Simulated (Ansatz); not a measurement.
Process, species as SMILES: C=CCC[CH]CC -> [CH]1CCCCCC1
Each molecule is optimised on its own at B3LYP-D3(BJ)/def2-TZVP (Ansatz, a first-principles code), one conformer each, not searched for the lowest. Frequencies are from Ansatz.

Wanted: isomerisation energy (enthalpy at 298 K, with B3LYP-D3(BJ) rigid-rotor harmonic-oscillator terms), in kcal/mol. Correlated levels leave the core frozen unless marked. Open shells are spin-unrestricted. Spin-orbit coupling is left out. Non-relativistic. CBS(X,Y): correlation extrapolated as X^-3; Hartree-Fock from the larger set. [CCSD(T)-MP2]/basis is that difference in the basis named.

| level | program | isomerisation energy (kcal/mol) |
|---|---|---|
| PBE/def2-TZVPD | Ansatz | -13.1 |
| revPBE-D3(BJ)/def2-TZVPD | Ansatz + dftd3 | … |
| PBE0/6-31G* | Ansatz | -19.5 |
| PBE0-D4/def2-TZVPD | Ansatz + dftd4 | -17.7 |
| BHLYP/def2-TZVPD | Ansatz | -12.2 |
| CAM-B3LYP/def2-TZVPD | Ansatz | … |
| B2PLYP-D3(BJ)/def2-TZVPD | Ansatz + dftd3 | -12.9 |
| B2PLYP-D4/def2-TZVPD | Ansatz + dftd4 | -13.0 |
| RI-MP2/CBS(cc-pVTZ,cc-pVQZ)+[CCSD(T)-MP2]/cc-pVTZ | Ansatz | … |

What belongs in the gaps?


- revPBE-D3(BJ)/def2-TZVPD, isomerisation energy (kcal/mol): -13.6
- CAM-B3LYP/def2-TZVPD, isomerisation energy (kcal/mol): -12.7
- RI-MP2/CBS(cc-pVTZ,cc-pVQZ)+[CCSD(T)-MP2]/cc-pVTZ, isomerisation energy (kcal/mol): -14.6
